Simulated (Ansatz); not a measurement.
Wavefunction ladder for BGaH7NOSi, SMILES `B[NH][GaH][O][SiH3]`

Cartesian coordinates in Å:
```
B -1.612 1.171 2.332
N -1.289 0.779 1.031
Ga 0.294 -0.028 0.555
O 0.344 -0.381 -1.189
Si 1.329 -1.039 -2.308
H -0.814 0.976 3.208
H -2.666 1.693 2.567
H -1.963 0.945 0.296
H 1.459 -0.376 1.508
H 2.613 -1.494 -1.699
H 0.667 -2.211 -2.940
H 1.638 -0.036 -3.362
```

Total charge 0; spin multiplicity 1. Correlated methods include outer-core shells of Ga, which these sets cover unevenly. Scalar relativity is left out up to krypton. Geometry: relaxed with PBE0-D4/def2-TZVP. It is one conformer, not always the lowest. Frozen core, restricted reference, Ansatz 0.2.0.

| basis | HF (Eh) | MP2 corr. |
| --- | --- | --- |
| def2-SVP | -2369.91537 | -0.75135 |
| def2-TZVPP | -2370.46145 | -0.90193 |
| def2-QZVPP | -2370.51955 | -1.19857 |

Estimate the CCSD correlation energy and the (T) correction in each basis where they were run (hartree).


```
     basis  CCSD corr.       (T)
  def2-SVP    -0.79057  -0.02222
def2-TZVPP    -0.93815  -0.03552
```
